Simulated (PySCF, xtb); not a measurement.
BBr2, SMILES Br[B]Br, multiplicity 2.

Harmonic wavenumbers (cm⁻¹) from GFN2-xTB (xtb 6.7.1) at its own minimum, in rising order: 169, 591, 782.

What does PBE-D3(BJ)/def2-TZVP (PySCF) give at its own minimum? (An estimate is asked for; the answer gives what the named calculation found.)

169, 541, 837. Paired by order, the mean absolute difference is 35 cm⁻¹ and the zero-point energies are 2.2 and 2.2 kcal/mol.
